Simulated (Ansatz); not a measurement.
Basis sets compared for the cluster In₃P₂Cl₃ (the lowest singlet isomer of a short search). Total charge 0; singlet. Geometry PBE-D4/def2-SVP. Ansatz on 2 threads of AMD EPYC 7R13 on a shared host and a share (18 GiB) of an NVIDIA H100 80GB HBM3; times are rough, and most runs start from earlier orbitals.

```xyz
8

In    1.6711   -0.9444   -1.5669
In   -0.8499    0.2728    1.2251
In   -1.0067    2.1643   -1.9574
P     1.8010   -2.5572    0.9760
P     0.5889   -1.9398    2.3859
Cl    1.2446    1.4363   -0.1518
Cl   -1.1117   -0.7404   -1.3349
Cl   -2.3374    2.3085    0.4240
```

In the def2 sets In takes a core potential; there is no spin–orbit coupling. The restricted singlet is unstable towards broken spin symmetry in Hartree–Fock (as tested in another run); at PBE-D4/def2-SVP, PBE-D4/def2-TZVPD, PBE0-D4/def2-SVP, PBE0-D4/def2-TZVP and others this wasn't settled. The structure comes from a short search, and lower isomers may exist.

Binding counts from free atoms (In doublet, P quartet, Cl doublet) in the same basis, without a counterpoise term.

```json
{"level": "PBE-D4/def2-SVP", "functions": "168", "energy (Eh)": "-2632.5203", "HOMO (eV)": "-5.41", "LUMO (eV)": "-3.68", "binding per atom (eV)": "2.78", "wall time": "4.7 s"}
{"level": "PBE-D4/def2-TZVP", "functions": "335", "energy (Eh)": "-2633.2392", "HOMO (eV)": "-5.50", "LUMO (eV)": "-3.79", "binding per atom (eV)": "2.74", "wall time": "12 s"}
{"level": "PBE0-D4/def2-SVP", "functions": "168", "energy (Eh)": "-2632.6637", "HOMO (eV)": "-6.14", "LUMO (eV)": "-3.02", "binding per atom (eV)": "2.64", "wall time": "9.5 s"}
{"level": "PBE0-D4/def2-TZVP", "functions": "335", "energy (Eh)": "-2633.3724", "HOMO (eV)": "-6.21", "LUMO (eV)": "-3.09", "binding per atom (eV)": "2.61", "wall time": "14 s"}
```

(1) Estimate the rows for PBE-D4/def2-TZVPD, PBE0-D4/def2-TZVPD.

## Answers

(1) 
```csv
level,functions,energy (Eh),HOMO (eV),LUMO (eV),binding per atom (eV),wall time
PBE-D4/def2-TZVPD,392,-2633.2419,-5.52,-3.81,2.74,16 s
PBE0-D4/def2-TZVPD,392,-2633.3749,-6.22,-3.11,2.61,16 s
```
